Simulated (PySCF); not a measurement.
digallium oxide (Ga₂O), SMILES [Ga][O][Ga] (connectivity only; charge and spin as stated), neutral, multiplicity 1.

The structure is a stationary point at PBE0-D3(BJ)/def2-TZVP.

These are TDA-PBE/def2-SVPD (PySCF) values and carry that method's errors.

Vertical excitations; the highest root listed may be one member of a degenerate set. Gas-phase values at a fixed geometry. State labels are in the subgroup D2h.

```
state  symmetry  energy (eV)  λ (nm)      f                                                                main pairs
-----  --------  -----------  ------  -----  ------------------------------------------------------------------------
S1          B3u         4.02     309  0.102                                                HOMO→LUMO (degenerate set)
S2          B2u         4.02     309  0.102                                              HOMO→LUMO+1 (degenerate set)
S3          B2g         4.38     283  0.000                                              HOMO→LUMO+3 (degenerate set)
S4          B3g         4.38     283  0.000                                              HOMO→LUMO+2 (degenerate set)
S5           Au         5.40     230  0.000                                      HOMO−3→LUMO 50 %, HOMO−2→LUMO+1 50 %
S6          B1u         5.41     229  0.000                               HOMO−2→LUMO, HOMO−3→LUMO+1 (degenerate set)
S7           Au         5.41     229  0.000                               HOMO−2→LUMO+1, HOMO−3→LUMO (degenerate set)
S8          B1u         5.62     220  0.003  HOMO→LUMO+4 57 %, HOMO−3→LUMO+1 16 %, HOMO−2→LUMO 16 %, HOMO→LUMO+5 10 %
S9          B1g         5.92     210  0.000                                    HOMO−3→LUMO+3 50 %, HOMO−2→LUMO+2 50 %
S10         B1u         5.93     209  0.161                                                          HOMO→LUMO+5 82 %
T1          B3u         3.19     389      0                                                HOMO→LUMO (degenerate set)
T2          B2u         3.19     389      0                                              HOMO→LUMO+1 (degenerate set)
T3          B2g         3.64     340      0                                              HOMO→LUMO+3 (degenerate set)
T4          B3g         3.64     340      0                                              HOMO→LUMO+2 (degenerate set)
```
Triplets are in the Tamm–Dancoff approximation.
